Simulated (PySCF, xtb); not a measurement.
Sn(Cl)2(OMe)(NH2) (CH5Cl2NOSn), SMILES [NH2][Sn]([Cl])([O]C)[Cl]. The values are those of a single conformer.

Harmonic wavenumbers (cm⁻¹) from xtb with GFN2-xTB at its own minimum, in rising order: 35, 68, 79, 90, 106, 107, 109, 164, 232, 281, 329, 383, 459, 741, 756, 1031, 1128, 1140, 1404, 1445, 1460, 1477, 2943, 2952, 2963, 3355, 3391.

Task: What does PySCF 2.14.0 with PBE-D3(BJ)/def2-SVP give at its own minimum? (Estimate from the structure and the level; the computed values follow.)

Result: 40, 78, 88, 116, 124, 127, 142, 190, 253, 348, 375, 532, 550, 678, 858, 1051, 1128, 1140, 1406, 1410, 1429, 1479, 2913, 2987, 3028, 3389, 3492. Paired by order, the mean absolute difference is 39 cm⁻¹ and the zero-point energies are 40.9 and 42.0 kcal/mol.
